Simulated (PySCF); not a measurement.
C₆H₆F₂.
SMILES: `C=C/C=C/C=C(F)F`

Theory: TDDFT CAM-B3LYP/def2-SVPD, vertical, gas phase, core orbitals frozen in the response in PySCF 2.14.0, density-fitted response routines. The structure is a single GFN2-xTB conformer in the gas phase; no vibrational or solvent corrections. Torsions of this conformer, `[CH2:1]=[CH:2]/[CH:3]=[CH:4]/[CH:5]=[C:6]([F:7])[F:8]`: C1–C2–C3–C4 180°, C3–C4–C5–C6 180°.

```csv
state,E (eV),ν̃ (cm⁻¹),f,symmetry,"main configurations (H = HOMO, L = LUMO)"
S1,5.01,40430,1.130,A′,H→L (98%)
S2,6.13,49480,0.0021,A″,H→L+1 (88%)
S3,6.37,51360,0.0000,–,"H→L+2 (85%), H→L+3 (9%)"
S4,6.67,53830,0.0039,A″,H→L+3 (82%)
S5,6.71,54120,0.0031,A′,"H-1→L (58%), H→L+4 (38%)"
S6,7.03,56670,0.0068,A′,"H→L+6 (64%), H→L+4 (16%), H-1→L (13%)"
S7,7.29,58810,0.022,A″,H→L+5 (83%)
S8,7.32,59040,0.0058,A′,"H→L+4 (42%), H→L+6 (29%), H-1→L (25%)"
```

Triplets (Tamm–Dancoff): T1 2.60 eV, H→L (93%); T2 4.33 eV, H-1→L (51%), H→L+4 (40%); T3 5.35 eV, H→L+6 (45%), H-3→L (33%), H-1→L+4 (15%).

The lowest singlet comes at 247 nm (484 kJ/mol) in the ultraviolet; it is strong; its leading configuration is HOMO→LUMO (98%). The lowest level is also the most intense of those listed (f = 1.130). Löwdin shares by element: HOMO carbon 63% or more (atoms not listed hold the other 37%); LUMO carbon 66% or more (atoms not listed hold the other 34%). Weighted by f, the mean energy of these states is 5.09 eV. The oscillator strengths of these states sum to 1.173; summed over the whole spectrum of an exact calculation they would give the number of electrons, 60 (Thomas–Reiche–Kuhn). The listed states span 2.31 eV, and the widest gap between neighbours is 1.12 eV (S1 to S2). Symmetry labels in Cs follow from the direction of the transition dipole and are given only for states with f of 0.002 or more. Singlets were solved by full linear response, triplets in the Tamm–Dancoff approximation.
